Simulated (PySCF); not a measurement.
SMILES [O]([Al]([OH])[OH])[Al]([OH])[OH], B3LYP/def2-SVP optimised geometry.

```
11

Al    -2.04    -2.29    -0.01
O     -2.71    -2.94    -1.42
O     -2.37    -3.17     1.40
O     -1.13    -0.86     0.00
Al    -0.21     0.56     0.00
O      1.49     0.56     0.00
O     -0.91     2.11     0.00
H     -2.62    -2.57    -2.30
H     -2.07    -2.94     2.29
H      2.04    -0.22     0.00
H     -1.86     2.29     0.00
```

Density from B3LYP/def2-TZVP in PySCF 2.14.0 at that geometry.

Minimum of the electron density along straight lines between bonded atoms, close to the bond critical point (lines longer than 1.1 times the sum of covalent radii, or with two minima, are not listed):

| bond | length / Å | ρ at the minimum / e bohr⁻³ | ∇²ρ there / e bohr⁻⁵ | position (fraction from the first atom) |
|---|---|---|---|---|
| Al1–O2 | 1.697 | 0.110 | 0.78 | 0.43 |
| Al1–O3 | 1.697 | 0.110 | 0.78 | 0.43 |
| Al1–O4 | 1.696 | 0.108 | 0.78 | 0.43 |
| O4–Al5 | 1.696 | 0.108 | 0.78 | 0.57 |
| Al5–O6 | 1.697 | 0.110 | 0.78 | 0.43 |
| Al5–O7 | 1.697 | 0.110 | 0.78 | 0.43 |
| O2–H8 | 0.960 | 0.356 | -2.39 | 0.80 |
| O3–H9 | 0.960 | 0.356 | -2.40 | 0.80 |
| O6–H10 | 0.960 | 0.356 | -2.40 | 0.80 |
| O7–H11 | 0.960 | 0.356 | -2.39 | 0.80 |
